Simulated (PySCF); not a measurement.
One of the candidates below gave these computed data.

All candidates are C7H11NSi2.

- Dipole: 1.95 D [PBE0/pcSseg-1]
- 1H NMR: chemical shifts (computed TMS as zero) by class: 6.76 (2 H), 6.63 (2 H), 5.31 (1 H), 3.58 (3 H), 2.10 (1 H), 0.49 (1 H), 0.00 (1 H) ppm [GIAO PBE0/pcSseg-1]
- NMR, other nuclei: isotropic shieldings of nuclei other than C and H, by class: 89 (1 N), 382 (1 Si), 427 (1 Si) ppm [GIAO PBE0/pcSseg-1]
- Rotational structure: rotational constants A, B, C: 0.970, 0.919, 0.545 GHz [GFN2-xTB]
- 13C NMR: chemical shifts (computed TMS as zero) by class: 125.8 (2 C), 118.0 (2 C), 104.1 (1 C), 88.5 (1 C), -2.2 (1 C) ppm [GIAO PBE0/pcSseg-1]

The electronic properties come from PySCF, for the isolated species, density fitting. Levels stand in brackets. One conformer (not necessarily the lowest) at the GFN2-xTB geometry, without solvent, vibrations or thermal averaging. NMR classes are plain means over equivalent atoms (diastereotopic ones count apart unless rotation or inversion swaps them), as if these changed places fast.

Problem. Which candidate is it?
A. `[SiH3][C@@]1(c2ccccn2)C[SiH2]1`
B. `C#C[Si@H](C[SiH3])n1cccc1`
C. `C1=C[C@H](n2cccc2)[SiH2][SiH2]1`

Solution. B. It is `C#C[Si@H](C[SiH3])n1cccc1`. Numbering: `[CH:1]#[C:2][Si@H:3]([CH2:4][SiH3:5])[n:6]1[cH:7][cH:8][cH:9][cH:10]1`. Its formula, C7H11NSi2, gives 5 degrees of unsaturation: 1 ring and 4 π bonds in the structure found (Kekulé form). 7 carbons fall into 5 classes; from least to most shielded: aromatic CH next to a ring nitrogen [C7/C10] (125.8 ppm, 2 C), aromatic CH carbon [C8/C9] (118.0 ppm, 2 C, up to 2.6 ppm apart in this geometry), terminal alkyne carbon [C1] (104.1 ppm), alkyne carbon [C2] (88.5 ppm), chain sp3 carbon bound to silicon [C4] (-2.2 ppm). Hydrogen classes from least to most shielded: 2 H on 2 like atoms (aromatic CH next to a ring nitrogen), C7/C10 (6.76 ppm), 2 H on 2 aromatic CH carbons, C8/C9 (6.63 ppm), 1 H on an SiH silicon, Si3 (5.31 ppm), 3 H on an SiH3 silicon, Si5 (3.58 ppm, a mean of values up to 0.8 ppm apart in this geometry), 1 H on a terminal alkyne carbon, C1 (2.10 ppm), 1 H on an sp3 carbon bound to silicon, C4 (0.49 ppm), 1 H on an sp3 carbon bound to silicon, C4 (0.00 ppm). The other shieldings belong to: 89 ppm, pyrrole-type nitrogen [N6]; 382 ppm, SiH silicon [Si3]; 427 ppm, SiH3 silicon [Si5]. The optimised geometry has point group C1 and is an asymmetric top.

The others, at the same levels:
- `C1=C[C@H](n2cccc2)[SiH2][SiH2]1` fails: its computed 13C shifts are 164.2 (1 C), 134.4 (1 C), 121.5 (2 C), 115.2 (2 C), 58.4 (1 C) ppm, 1H shifts are 7.14 (1 H), 6.53 (1 H), 6.52 (2 H), 6.43 (2 H), 4.96 (1 H), 4.53 (1 H), 4.39 (1 H), 4.23 (1 H), 3.70 (1 H) ppm and rotational constant A is 2.429 GHz (against 0.970 GHz).
- `[SiH3][C@@]1(c2ccccn2)C[SiH2]1` fails: it has 7 carbon classes against 5; its computed 13C shifts are 173.7 (1 C), 152.5 (1 C), 142.5 (1 C), 123.2 (1 C), 118.5 (1 C), 17.9 (1 C), 8.8 (1 C) ppm, 1H shifts are 8.58 (1 H), 7.78 (1 H), 7.11 (1 H), 6.80 (1 H), 4.35 (3 H), 3.18 (1 H), 2.57 (1 H), 1.52 (1 H), 1.47 (1 H) ppm and rotational constant A is 1.641 GHz (against 0.970 GHz).

Each candidate is one conformer, not necessarily the lowest. Dipoles, sizes and rotational constants follow the conformer. The torsions of the flexible species, by atom-mapped SMILES:
- `[CH:1]#[C:2][Si@H:3]([CH2:4][SiH3:5])[n:6]1[cH:7][cH:8][cH:9][cH:10]1`: C2–Si3–C4–Si5 -168°, C2–Si3–N6–C7 51°
- `[SiH3:1][C@@:2]1([c:3]2[cH:4][cH:5][cH:6][cH:7][n:8]2)[CH2:9][SiH2:10]1`: Si1–C2–C3–C4 168°

The conformers of `C1=C[C@H](n2cccc2)[SiH2][SiH2]1` aren't listed.
